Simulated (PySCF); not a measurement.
Input file for PySCF: R-B3LYP/3-21G on C2H4FN (a complex), monomers drawn apart or pushed together.

```python
from pyscf import gto, scf, dft, mp
from pyscf.data.elements import chemcore

mol = gto.M(
    atom='''
    F     0.48255518   -0.31717282   -0.34942402
    H     0.35994762   -0.18489023    0.57557568
    C    -0.18661200    0.40290850    4.69015342
    C     0.00277320    0.19942508    3.26529091
    N     0.15224941    0.03877849    2.14037400
    H    -1.19913574    0.11677491    4.97503758
    H     0.52471760   -0.20434761    5.25005224
    H    -0.03087066    1.45256049    4.93957706
    ''',
    basis='3-21g',
    charge=0, spin=0, verbose=3, max_memory=1800)
mf = dft.RKS(mol, xc='b3lyp')
mf.conv_tol = 1e-8
mf.max_cycle = 100
mf.kernel()
if not mf.converged:
    mf = mf.newton().run(mf.mo_coeff, mf.mo_occ)
```

What total energy does the run end on?

-231.9073 hartree.
